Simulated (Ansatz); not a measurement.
Consider the silylene formation by 1,1-elimination: `N[SiH2][GeH3]` → `[NH2][GeH3]` + `[SiH2]`.

Calculated with Ansatz (gas phase, PBE0-D4/def2-TZVP geometries, no zero-point term in ΔE). CBS: MP2 limit from def2 TZ/QZ plus the TZ coupled-cluster correction, frozen cores. This one scheme is used for every species. DFT in def2-TZVPP. HSE06 is defined as in plane-wave codes. For Ge outer-core shells are correlated without core-valence functions, which leaves a few kJ/mol of doubt a bond. Scalar relativity is left out up to krypton. One conformer a species, not always the lowest.

`N[SiH2][GeH3]`:

Cartesian coordinates in Å:
```
N 1.243 -0.863 0.979
Si 0.435 -0.599 -0.519
Ge -1.275 1.018 -0.175
H 1.587 -0.078 1.507
H 1.853 -1.659 1.083
H -0.150 -1.899 -0.945
H 1.297 -0.126 -1.647
H -0.689 2.290 0.467
H -2.378 0.489 0.758
H -1.924 1.427 -1.509
```

`[NH2][GeH3]`:

Z-matrix (Å, degrees):
```
Ge
N 1 1.843
H 1 1.536 2 106.9
H 1 1.548 2 114.5 3 -120.5
H 1 1.536 2 106.8 3 119.0
H 2 1.011 1 113.7 3 59.1
H 2 1.011 1 113.6 3 -176.9
```

`[SiH2]`:

Z-matrix (Å, degrees):
```
Si
H 1 1.525
H 1 1.525 2 91.2
```

CCSD(T)/CBS gives +295.8 kJ/mol.

Question: Another level gave +312.5 kJ/mol. Which?
A. B97M-V/def2-TZVPP
B. revPBE/def2-TZVPP
C. HSE06-D4/def2-TZVPP
D. HF/def2-TZVPP

Answer: C. HSE06-D4 312.5, B97M-V 291.6, revPBE 281.1, HF/def2-TZVPP 269.3 kJ/mol.

Largest T1 diagnostic among the species: 0.014.

In def2-TZVPP, CCSD(T) changes the Hartree–Fock value by +15.7 kJ/mol (the triples alone add +3.8 kJ/mol) and MP2 by +33.6 kJ/mol. The D4 term adds +12.1 kJ/mol with B3LYP and +6.6 kJ/mol with PBE0; it sums over pairs of atoms, weighted by their polarisabilities, and B3LYP, whose exchange is more repulsive, gets the larger term.

B3LYP here is the variant with VWN-RPA as its local correlation; programs differ in this.
